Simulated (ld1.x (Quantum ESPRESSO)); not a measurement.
## Configuration tests for tantalum (TM)

tantalum (Ta), norm-conserving Troullier–Martins (Kleinman–Bylander form), made with ld1.x (Quantum ESPRESSO) 7.5 (PBE, fully relativistic). Core [Kr] 4d10 4f14 5s2, reference 5p6 5d3 6s0 6p0 (charge +2). Waves: 5p (bound): rc 1.80 bohr; 5d (bound): rc 1.55 bohr; 6s (bound, empty): rc 2.25 bohr. Local part: the s channel. Core correction: Bessel-smoothed model core inside 1.05 bohr.

Open shells are filled in proportion to 2j + 1 (rel_dist='average').

Energies are relative to the spin-unpolarised reference configuration 5p6 5d3 6s0 6p0; without spin polarisation the order of configurations can differ from experiment.

| valence configuration | charge | ΔE all-electron (eV) | error AE − PS (meV) |
| --- | --- | --- | --- |
| 5p6 5d3 6s2 6p0 | 0 | -23.445 | -17 |
| 5p6 5d3 6s1 6p0 | +1 | -14.973 | -6.5 |
| 5p6 5d3 6s0 6p1 | +1 | -9.940 | -718 |
| 5p6 5d3 6s0 6p2 | 0 | -14.922 | -1022 |
| 5p6 5d3 6s1 6p1 | 0 | -19.299 | -442 |
| 5p6 5d2 6s2 6p0 | +1 | -15.762 | -78 |

(1) What are ΔE and the potential's error for 5p6 5d2 6s0 6p0?

## Answers

(1) ΔE = 23.592 eV all-electron; the error (AE − PS) is -64 meV.
